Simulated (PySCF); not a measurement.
BeClI, SMILES [Cl][Be][I]. Coordinates come from a B3LYP-D3(BJ)/def2-TZVP optimisation. The def2 effective core potentials stand for the cores of I; spin–orbit coupling is left out.

Computed equilibrium geometry at B3LYP-D3(BJ)/def2-TZVP (PySCF confirms it by a frequency run) as bond lengths and angles, and its point group:
point group C∞v.
Atoms: Be1 Cl2 I3. Bonded distances (Å): Be1–Cl2 1.803, Be1–I3 2.167. Bond angles (°): Cl2–Be1–I3 180.0.
